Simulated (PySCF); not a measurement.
CH3BF, BClFH (calculated)

All values are calculated (PySCF 2.14.0). Calculation on a computer-drawn molecule: vertical ionisation energy to the stated ion spin, frozen-core CCSD(T) at the basis limit and cheaper methods, single-reference cases, UHF for radicals, no spin-orbit; all values are single points at the evaluated structure, the first of each entry, which is the reference or a displaced copy of it and isn't optimised; the reference structure only sets the zero of the energies above reference; triples share is (T) over the correlation energy.

Common to all runs: multiplicity 1; ion multiplicity 2; diffuse functions no; reference is the Hartree-Fock double-zeta minimum; best is HF at quadruple zeta + MP2 correlation extrapolated from triple and quadruple zeta + CCSD(T) minus MP2 at triple zeta; basis step is the size of the change from the same recipe one zeta lower.

```yaml
- entry: 1
  formula: CH3BF
  evaluated_structure:
    atoms_angstrom:
      - [C, -1.0939, -1.255, 0.3707]
      - [B, -1.5017, -2.6499, 0.8029]
      - [F, -1.8588, -3.7531, 1.1453]
      - [H, 0.3424, -1.3472, -0.2178]
      - [H, -1.7715, -0.9069, -0.4101]
      - [H, -1.1163, -0.5936, 1.2364]
  reference_structure:
    atoms_angstrom:
      - [C, -1.0858, -1.2654, 0.3656]
      - [B, -1.5111, -2.6395, 0.7961]
      - [F, -1.8581, -3.7602, 1.1472]
      - [H, -0.0691, -1.3181, -0.0377]
      - [H, -1.7758, -0.9046, -0.4043]
      - [H, -1.1104, -0.5976, 1.2331]
  given:
    charge: 1
    basis: cc-pVnZ
    drawn_bonds_atom: [1, 2, 1, 1, 1]
    drawn_bonds_other_atom: [2, 3, 4, 5, 6]
    drawn_bonds_order: [1, 1, 1, 1, 1]
  results:
    "ionisation_energy_best [eV]": 19.71
    "ionisation_energy_basis_step [eV]": 0.004073
    "energy_above_reference_best [kcal/mol]": 37.37
    "energy_above_reference_basis_step [kcal/mol]": 0.2132
    triple_zeta_method: [HF, PBE, r2SCAN, B3LYP, wB97X, MP2, CCSD, "CCSD(T)"]
    "triple_zeta_ionisation_energy [eV]": [18.2, 19.46, 19.42, 19.54, 19.44, 19.51, 19.54, 19.61]
    "triple_zeta_energy_above_reference [kcal/mol]": [42.01, 34.86, 37.28, 36.95, 39.3, 39.33, 38.05, 37.3]
    "ionisation_energy_Koopmans_at_triple_zeta [eV]": 19.51
    "ionisation_energy_EOM_CCSD_at_triple_zeta [eV]": 19.68
    "total_energy_HF_triple_zeta [hartree]": -163.4947
    "total_energy_CCSD(T)_triple_zeta [hartree]": -164.0310
    "total_energy_best [hartree]": -164.1095
    T1_diagnostic_at_triple_zeta: 0.01433
    D1_diagnostic_at_triple_zeta: 0.03555
    ion_T1_diagnostic_at_triple_zeta: 0.01819
    ion_D1_diagnostic_at_triple_zeta: 0.0524
    ion_spin_squared_at_triple_zeta: 0.7546
    triples_share_at_triple_zeta: 0.03497
    basis_functions_triple_zeta: 132
- entry: 2
  formula: CH3BF
  evaluated_structure:
    atoms_angstrom:
      - [C, -1.1014, -1.3955, 0.4394]
      - [B, -1.5841, -2.6252, 0.7832]
      - [F, -1.9665, -3.8077, 1.1732]
      - [H, 0.0089, -1.2556, -0.0461]
      - [H, -1.8888, -0.9607, -0.2994]
      - [H, -1.0643, -0.4083, 1.291]
  reference_structure:
    atoms_angstrom:
      - [C, -1.0858, -1.2654, 0.3656]
      - [B, -1.5111, -2.6395, 0.7961]
      - [F, -1.8581, -3.7602, 1.1472]
      - [H, -0.0691, -1.3181, -0.0377]
      - [H, -1.7758, -0.9046, -0.4043]
      - [H, -1.1104, -0.5976, 1.2331]
  given:
    charge: 1
    basis: cc-pVnZ
    drawn_bonds_atom: [1, 2, 1, 1, 1]
    drawn_bonds_other_atom: [2, 3, 4, 5, 6]
    drawn_bonds_order: [1, 1, 1, 1, 1]
  results:
    "ionisation_energy_best [eV]": 20.65
    "ionisation_energy_basis_step [eV]": 0.01393
    "energy_above_reference_best [kcal/mol]": 31.05
    "energy_above_reference_basis_step [kcal/mol]": 0.1227
    triple_zeta_method: [HF, PBE, r2SCAN, B3LYP, wB97X, MP2, CCSD, "CCSD(T)"]
    "triple_zeta_ionisation_energy [eV]": [19.45, 20.26, 20.31, 20.45, 20.45, 20.57, 20.52, 20.55]
    "triple_zeta_energy_above_reference [kcal/mol]": [38.2, 25.18, 28.15, 28.72, 30.77, 31.4, 32.08, 30.96]
    "ionisation_energy_Koopmans_at_triple_zeta [eV]": 20.8
    "ionisation_energy_EOM_CCSD_at_triple_zeta [eV]": 20.62
    "total_energy_HF_triple_zeta [hartree]": -163.5007
    "total_energy_CCSD(T)_triple_zeta [hartree]": -164.0411
    "total_energy_best [hartree]": -164.1195
    T1_diagnostic_at_triple_zeta: 0.01516
    D1_diagnostic_at_triple_zeta: 0.03938
    ion_T1_diagnostic_at_triple_zeta: 0.02666
    ion_D1_diagnostic_at_triple_zeta: 0.1072
    ion_spin_squared_at_triple_zeta: 0.7629
    triples_share_at_triple_zeta: 0.03578
    basis_functions_triple_zeta: 132
- entry: 3
  formula: CH3BF
  evaluated_structure:
    atoms_angstrom:
      - [C, -1.1163, -1.2667, 0.3736]
      - [B, -1.5093, -2.6511, 0.8083]
      - [F, -1.8714, -3.7558, 1.1557]
      - [H, -0.0833, -1.3558, 0.0271]
      - [H, -1.7287, -0.9465, -0.299]
      - [H, -1.1091, -0.5911, 1.2324]
  reference_structure:
    atoms_angstrom:
      - [C, -1.0858, -1.2654, 0.3656]
      - [B, -1.5111, -2.6395, 0.7961]
      - [F, -1.8581, -3.7602, 1.1472]
      - [H, -0.0691, -1.3181, -0.0377]
      - [H, -1.7758, -0.9046, -0.4043]
      - [H, -1.1104, -0.5976, 1.2331]
  given:
    charge: 1
    basis: cc-pVnZ
    drawn_bonds_atom: [1, 2, 1, 1, 1]
    drawn_bonds_other_atom: [2, 3, 4, 5, 6]
    drawn_bonds_order: [1, 1, 1, 1, 1]
  results:
    "ionisation_energy_best [eV]": 21.89
    "ionisation_energy_basis_step [eV]": 0.009423
    "energy_above_reference_best [kcal/mol]": 8.647
    "energy_above_reference_basis_step [kcal/mol]": 0.06587
    triple_zeta_method: [HF, PBE, r2SCAN, B3LYP, wB97X, MP2, CCSD, "CCSD(T)"]
    "triple_zeta_ionisation_energy [eV]": [20.82, 21.46, 21.55, 21.69, 21.7, 21.84, 21.77, 21.79]
    "triple_zeta_energy_above_reference [kcal/mol]": [7.871, 9.956, 9.034, 8.876, 8.881, 8.716, 8.719, 8.942]
    "ionisation_energy_Koopmans_at_triple_zeta [eV]": 22.33
    "ionisation_energy_EOM_CCSD_at_triple_zeta [eV]": 21.87
    "total_energy_HF_triple_zeta [hartree]": -163.5491
    "total_energy_CCSD(T)_triple_zeta [hartree]": -164.0762
    "total_energy_best [hartree]": -164.1552
    T1_diagnostic_at_triple_zeta: 0.01379
    D1_diagnostic_at_triple_zeta: 0.0358
    ion_T1_diagnostic_at_triple_zeta: 0.03989
    ion_D1_diagnostic_at_triple_zeta: 0.1985
    ion_spin_squared_at_triple_zeta: 0.7627
    triples_share_at_triple_zeta: 0.03262
    basis_functions_triple_zeta: 132
- entry: 4
  formula: CH3BF
  evaluated_structure:
    atoms_angstrom:
      - [C, -1.1163, -1.2667, 0.3736]
      - [B, -1.5093, -2.6511, 0.8083]
      - [F, -1.8714, -3.7558, 1.1557]
      - [H, -0.0833, -1.3558, 0.0271]
      - [H, -2.0876, -0.7589, -0.693]
      - [H, -1.1091, -0.5911, 1.2324]
  reference_structure:
    atoms_angstrom:
      - [C, -1.0858, -1.2654, 0.3656]
      - [B, -1.5111, -2.6395, 0.7961]
      - [F, -1.8581, -3.7602, 1.1472]
      - [H, -0.0691, -1.3181, -0.0377]
      - [H, -1.7758, -0.9046, -0.4043]
      - [H, -1.1104, -0.5976, 1.2331]
  given:
    charge: 1
    basis: cc-pVnZ
    drawn_bonds_atom: [1, 2, 1, 1, 1]
    drawn_bonds_other_atom: [2, 3, 4, 5, 6]
    drawn_bonds_order: [1, 1, 1, 1, 1]
  results:
    "ionisation_energy_best [eV]": 19.96
    "ionisation_energy_basis_step [eV]": 0.004652
    "energy_above_reference_best [kcal/mol]": 35.86
    "energy_above_reference_basis_step [kcal/mol]": 0.1941
    triple_zeta_method: [HF, PBE, r2SCAN, B3LYP, wB97X, MP2, CCSD, "CCSD(T)"]
    "triple_zeta_ionisation_energy [eV]": [18.48, 19.71, 19.67, 19.79, 19.7, 19.77, 19.79, 19.86]
    "triple_zeta_energy_above_reference [kcal/mol]": [40.46, 33.2, 35.56, 35.32, 37.47, 37.57, 36.52, 35.8]
    "ionisation_energy_Koopmans_at_triple_zeta [eV]": 19.81
    "ionisation_energy_EOM_CCSD_at_triple_zeta [eV]": 19.93
    "total_energy_HF_triple_zeta [hartree]": -163.4971
    "total_energy_CCSD(T)_triple_zeta [hartree]": -164.0334
    "total_energy_best [hartree]": -164.1119
    T1_diagnostic_at_triple_zeta: 0.01424
    D1_diagnostic_at_triple_zeta: 0.0356
    ion_T1_diagnostic_at_triple_zeta: 0.01852
    ion_D1_diagnostic_at_triple_zeta: 0.05527
    ion_spin_squared_at_triple_zeta: 0.7548
    triples_share_at_triple_zeta: 0.03488
    basis_functions_triple_zeta: 132
- entry: 5
  formula: CH3BF
  evaluated_structure:
    atoms_angstrom:
      - [C, -1.1163, -1.2667, 0.3736]
      - [B, -1.5093, -2.6511, 0.8083]
      - [F, -1.8714, -3.7558, 1.1557]
      - [H, -0.0833, -1.3558, 0.0271]
      - [H, -2.1117, -0.7463, -0.7196]
      - [H, -1.1091, -0.5911, 1.2324]
  reference_structure:
    atoms_angstrom:
      - [C, -1.0858, -1.2654, 0.3656]
      - [B, -1.5111, -2.6395, 0.7961]
      - [F, -1.8581, -3.7602, 1.1472]
      - [H, -0.0691, -1.3181, -0.0377]
      - [H, -1.7758, -0.9046, -0.4043]
      - [H, -1.1104, -0.5976, 1.2331]
  given:
    charge: 1
    basis: cc-pVnZ
    drawn_bonds_atom: [1, 2, 1, 1, 1]
    drawn_bonds_other_atom: [2, 3, 4, 5, 6]
    drawn_bonds_order: [1, 1, 1, 1, 1]
  results:
    "ionisation_energy_best [eV]": 19.8
    "ionisation_energy_basis_step [eV]": 0.003326
    "energy_above_reference_best [kcal/mol]": 39.97
    "energy_above_reference_basis_step [kcal/mol]": 0.1849
    triple_zeta_method: [HF, PBE, r2SCAN, B3LYP, wB97X, MP2, CCSD, "CCSD(T)"]
    "triple_zeta_ionisation_energy [eV]": [18.3, 19.55, 19.51, 19.63, 19.53, 19.61, 19.63, 19.7]
    "triple_zeta_energy_above_reference [kcal/mol]": [45.2, 37.15, 39.71, 39.45, 41.89, 41.93, 40.74, 39.92]
    "ionisation_energy_Koopmans_at_triple_zeta [eV]": 19.6
    "ionisation_energy_EOM_CCSD_at_triple_zeta [eV]": 19.77
    "total_energy_HF_triple_zeta [hartree]": -163.4896
    "total_energy_CCSD(T)_triple_zeta [hartree]": -164.0269
    "total_energy_best [hartree]": -164.1053
    T1_diagnostic_at_triple_zeta: 0.01432
    D1_diagnostic_at_triple_zeta: 0.03561
    ion_T1_diagnostic_at_triple_zeta: 0.01842
    ion_D1_diagnostic_at_triple_zeta: 0.05406
    ion_spin_squared_at_triple_zeta: 0.7546
    triples_share_at_triple_zeta: 0.03509
    basis_functions_triple_zeta: 132
- entry: 6
  formula: CH3BF
  evaluated_structure:
    atoms_angstrom:
      - [C, -1.1163, -1.2667, 0.3736]
      - [B, -1.5093, -2.6511, 0.8083]
      - [F, -1.8714, -3.7558, 1.1557]
      - [H, -0.0833, -1.3558, 0.0271]
      - [H, -2.1517, -0.7254, -0.7635]
      - [H, -1.1091, -0.5911, 1.2324]
  reference_structure:
    atoms_angstrom:
      - [C, -1.0858, -1.2654, 0.3656]
      - [B, -1.5111, -2.6395, 0.7961]
      - [F, -1.8581, -3.7602, 1.1472]
      - [H, -0.0691, -1.3181, -0.0377]
      - [H, -1.7758, -0.9046, -0.4043]
      - [H, -1.1104, -0.5976, 1.2331]
  given:
    charge: 1
    basis: cc-pVnZ
    drawn_bonds_atom: [1, 2, 1, 1, 1]
    drawn_bonds_other_atom: [2, 3, 4, 5, 6]
    drawn_bonds_order: [1, 1, 1, 1, 1]
  results:
    "ionisation_energy_best [eV]": 19.56
    "ionisation_energy_basis_step [eV]": 0.0007091
    "energy_above_reference_best [kcal/mol]": 46.71
    "energy_above_reference_basis_step [kcal/mol]": 0.1585
    triple_zeta_method: [HF, PBE, r2SCAN, B3LYP, wB97X, MP2, CCSD, "CCSD(T)"]
    "triple_zeta_ionisation_energy [eV]": [18.0, 19.3, 19.25, 19.36, 19.26, 19.34, 19.38, 19.46]
    "triple_zeta_energy_above_reference [kcal/mol]": [53.04, 43.65, 46.55, 46.23, 49.2, 49.1, 47.64, 46.66]
    "ionisation_energy_Koopmans_at_triple_zeta [eV]": 19.26
    "ionisation_energy_EOM_CCSD_at_triple_zeta [eV]": 19.53
    "total_energy_HF_triple_zeta [hartree]": -163.4771
    "total_energy_CCSD(T)_triple_zeta [hartree]": -164.0161
    "total_energy_best [hartree]": -164.0946
    T1_diagnostic_at_triple_zeta: 0.01446
    D1_diagnostic_at_triple_zeta: 0.03563
    ion_T1_diagnostic_at_triple_zeta: 0.01837
    ion_D1_diagnostic_at_triple_zeta: 0.05257
    ion_spin_squared_at_triple_zeta: 0.7542
    triples_share_at_triple_zeta: 0.03548
    basis_functions_triple_zeta: 132
- entry: 7
  formula: CH3BF
  evaluated_structure:
    atoms_angstrom:
      - [C, -1.1163, -1.2667, 0.3736]
      - [B, -1.5093, -2.6511, 0.8083]
      - [F, -1.8714, -3.7558, 1.1557]
      - [H, -0.0833, -1.3558, 0.0271]
      - [H, -2.1555, -0.7234, -0.7677]
      - [H, -1.1091, -0.5911, 1.2324]
  reference_structure:
    atoms_angstrom:
      - [C, -1.0858, -1.2654, 0.3656]
      - [B, -1.5111, -2.6395, 0.7961]
      - [F, -1.8581, -3.7602, 1.1472]
      - [H, -0.0691, -1.3181, -0.0377]
      - [H, -1.7758, -0.9046, -0.4043]
      - [H, -1.1104, -0.5976, 1.2331]
  given:
    charge: 1
    basis: cc-pVnZ
    drawn_bonds_atom: [1, 2, 1, 1, 1]
    drawn_bonds_other_atom: [2, 3, 4, 5, 6]
    drawn_bonds_order: [1, 1, 1, 1, 1]
  results:
    "ionisation_energy_best [eV]": 19.54
    "ionisation_energy_basis_step [eV]": 0.0004317
    "energy_above_reference_best [kcal/mol]": 47.34
    "energy_above_reference_basis_step [kcal/mol]": 0.1553
    triple_zeta_method: [HF, PBE, r2SCAN, B3LYP, wB97X, MP2, CCSD, "CCSD(T)"]
    "triple_zeta_ionisation_energy [eV]": [17.97, 19.27, 19.23, 19.34, 19.23, 19.32, 19.36, 19.44]
    "triple_zeta_energy_above_reference [kcal/mol]": [53.78, 44.26, 47.19, 46.87, 49.9, 49.78, 48.29, 47.29]
    "ionisation_energy_Koopmans_at_triple_zeta [eV]": 19.23
    "ionisation_energy_EOM_CCSD_at_triple_zeta [eV]": 19.5
    "total_energy_HF_triple_zeta [hartree]": -163.4759
    "total_energy_CCSD(T)_triple_zeta [hartree]": -164.0151
    "total_energy_best [hartree]": -164.0936
    T1_diagnostic_at_triple_zeta: 0.01448
    D1_diagnostic_at_triple_zeta: 0.03564
    ion_T1_diagnostic_at_triple_zeta: 0.01837
    ion_D1_diagnostic_at_triple_zeta: 0.05245
    ion_spin_squared_at_triple_zeta: 0.7542
    triples_share_at_triple_zeta: 0.03552
    basis_functions_triple_zeta: 132
- entry: 8
  formula: CH3BF
  evaluated_structure:
    atoms_angstrom:
      - [C, -1.1129, -1.2503, 0.4672]
      - [B, -1.5559, -2.6632, 0.7516]
      - [F, -1.8402, -3.7386, 1.2031]
      - [H, -0.029, -1.3536, -0.0209]
      - [H, -1.6951, -0.9666, -0.4027]
      - [H, -1.0597, -0.5992, 1.253]
  reference_structure:
    atoms_angstrom:
      - [C, -1.0858, -1.2654, 0.3656]
      - [B, -1.5111, -2.6395, 0.7961]
      - [F, -1.8581, -3.7602, 1.1472]
      - [H, -0.0691, -1.3181, -0.0377]
      - [H, -1.7758, -0.9046, -0.4043]
      - [H, -1.1104, -0.5976, 1.2331]
  given:
    charge: 1
    basis: cc-pVnZ
    drawn_bonds_atom: [1, 2, 1, 1, 1]
    drawn_bonds_other_atom: [2, 3, 4, 5, 6]
    drawn_bonds_order: [1, 1, 1, 1, 1]
  results:
    "ionisation_energy_best [eV]": 21.15
    "ionisation_energy_basis_step [eV]": 0.009968
    "energy_above_reference_best [kcal/mol]": 9.241
    "energy_above_reference_basis_step [kcal/mol]": 0.2057
    triple_zeta_method: [HF, PBE, r2SCAN, B3LYP, wB97X, MP2, CCSD, "CCSD(T)"]
    "triple_zeta_ionisation_energy [eV]": [19.94, 20.83, 20.87, 20.99, 20.99, 21.06, 21.01, 21.05]
    "triple_zeta_energy_above_reference [kcal/mol]": [9.425, 9.464, 9.398, 9.345, 9.563, 9.597, 9.42, 9.453]
    "ionisation_energy_Koopmans_at_triple_zeta [eV]": 21.43
    "ionisation_energy_EOM_CCSD_at_triple_zeta [eV]": 21.12
    "total_energy_HF_triple_zeta [hartree]": -163.5466
    "total_energy_CCSD(T)_triple_zeta [hartree]": -164.0754
    "total_energy_best [hartree]": -164.1543
    T1_diagnostic_at_triple_zeta: 0.01372
    D1_diagnostic_at_triple_zeta: 0.03591
    ion_T1_diagnostic_at_triple_zeta: 0.02636
    ion_D1_diagnostic_at_triple_zeta: 0.1151
    ion_spin_squared_at_triple_zeta: 0.7588
    triples_share_at_triple_zeta: 0.03309
    basis_functions_triple_zeta: 132
- entry: 9
  formula: BClFH
  evaluated_structure:
    atoms_angstrom:
      - [F, 0.6494, 0.8154, 1.2421]
      - [B, 0.9181, -0.04, 0.2685]
      - [Cl, -0.2289, -0.0157, -1.3117]
      - [H, 1.7919, -0.8416, 0.4671]
  reference_structure:
    atoms_angstrom:
      - [F, 0.664, 0.8328, 1.2504]
      - [B, 0.9107, -0.0473, 0.3049]
      - [Cl, -0.0805, -0.0226, -1.1406]
      - [H, 1.7869, -0.8386, 0.4341]
  given:
    charge: 0
    basis: "cc-pV(n+d)Z"
    drawn_bonds_atom: [1, 2, 2]
    drawn_bonds_other_atom: [2, 3, 4]
    drawn_bonds_order: [1, 1, 1]
  results:
    "ionisation_energy_best [eV]": 12.2
    "ionisation_energy_basis_step [eV]": 0.09058
    "energy_above_reference_best [kcal/mol]": 9.785
    "energy_above_reference_basis_step [kcal/mol]": 0.2769
    triple_zeta_method: [HF, PBE, r2SCAN, B3LYP, wB97X, MP2, CCSD, "CCSD(T)"]
    "triple_zeta_ionisation_energy [eV]": [10.94, 11.84, 11.96, 12.04, 12.07, 12.09, 11.92, 11.98]
    "triple_zeta_energy_above_reference [kcal/mol]": [9.958, 8.237, 9.292, 8.806, 9.728, 10.01, 9.766, 9.45]
    "ionisation_energy_Koopmans_at_triple_zeta [eV]": 12.65
    "ionisation_energy_EOM_CCSD_at_triple_zeta [eV]": 12.08
    "total_energy_HF_triple_zeta [hartree]": -584.3557
    "total_energy_CCSD(T)_triple_zeta [hartree]": -584.9371
    "total_energy_best [hartree]": -585.0349
    T1_diagnostic_at_triple_zeta: 0.01332
    D1_diagnostic_at_triple_zeta: 0.04553
    ion_T1_diagnostic_at_triple_zeta: 0.01708
    ion_D1_diagnostic_at_triple_zeta: 0.05151
    ion_spin_squared_at_triple_zeta: 0.7614
    triples_share_at_triple_zeta: 0.03533
    basis_functions_triple_zeta: 113
    "dipole_magnitude_HF_at_triple_zeta [debye]": 1.614
    "dipole_magnitude_CCSD_unrelaxed_at_triple_zeta [debye]": 1.356
    "dipole_magnitude_PBE_at_triple_zeta [debye]": 1.207
    "dipole_magnitude_r2SCAN_at_triple_zeta [debye]": 1.318
    "dipole_magnitude_B3LYP_at_triple_zeta [debye]": 1.311
    "dipole_magnitude_wB97X_at_triple_zeta [debye]": 1.441
- entry: 10
  formula: BClFH
  evaluated_structure:
    atoms_angstrom:
      - [F, 0.6494, 0.8154, 1.2421]
      - [B, 0.9181, -0.04, 0.2685]
      - [Cl, -0.3981, -0.0121, -1.5448]
      - [H, 1.7919, -0.8416, 0.4671]
  reference_structure:
    atoms_angstrom:
      - [F, 0.664, 0.8328, 1.2504]
      - [B, 0.9107, -0.0473, 0.3049]
      - [Cl, -0.0805, -0.0226, -1.1406]
      - [H, 1.7869, -0.8386, 0.4341]
  given:
    charge: 0
    basis: "cc-pV(n+d)Z"
    drawn_bonds_atom: [1, 2, 2]
    drawn_bonds_other_atom: [2, 3, 4]
    drawn_bonds_order: [1, 1, 1]
  results:
    "ionisation_energy_best [eV]": 11.53
    "ionisation_energy_basis_step [eV]": 0.08321
    "energy_above_reference_best [kcal/mol]": 34.93
    "energy_above_reference_basis_step [kcal/mol]": 0.4135
    triple_zeta_method: [HF, PBE, r2SCAN, B3LYP, wB97X, MP2, CCSD, "CCSD(T)"]
    "triple_zeta_ionisation_energy [eV]": [10.19, 11.37, 11.4, 11.44, 11.38, 11.39, 11.23, 11.3]
    "triple_zeta_energy_above_reference [kcal/mol]": [36.51, 31.06, 33.46, 32.29, 35.31, 35.95, 35.48, 34.61]
    "ionisation_energy_Koopmans_at_triple_zeta [eV]": 12.09
    "ionisation_energy_EOM_CCSD_at_triple_zeta [eV]": 11.42
    "total_energy_HF_triple_zeta [hartree]": -584.3133
    "total_energy_CCSD(T)_triple_zeta [hartree]": -584.8969
    "total_energy_best [hartree]": -584.9948
    T1_diagnostic_at_triple_zeta: 0.01468
    D1_diagnostic_at_triple_zeta: 0.04677
    ion_T1_diagnostic_at_triple_zeta: 0.01606
    ion_D1_diagnostic_at_triple_zeta: 0.04524
    ion_spin_squared_at_triple_zeta: 0.7621
    triples_share_at_triple_zeta: 0.0367
    basis_functions_triple_zeta: 113
    "dipole_magnitude_HF_at_triple_zeta [debye]": 2.885
    "dipole_magnitude_CCSD_unrelaxed_at_triple_zeta [debye]": 2.498
    "dipole_magnitude_PBE_at_triple_zeta [debye]": 2.382
    "dipole_magnitude_r2SCAN_at_triple_zeta [debye]": 2.538
    "dipole_magnitude_B3LYP_at_triple_zeta [debye]": 2.487
    "dipole_magnitude_wB97X_at_triple_zeta [debye]": 2.716
```
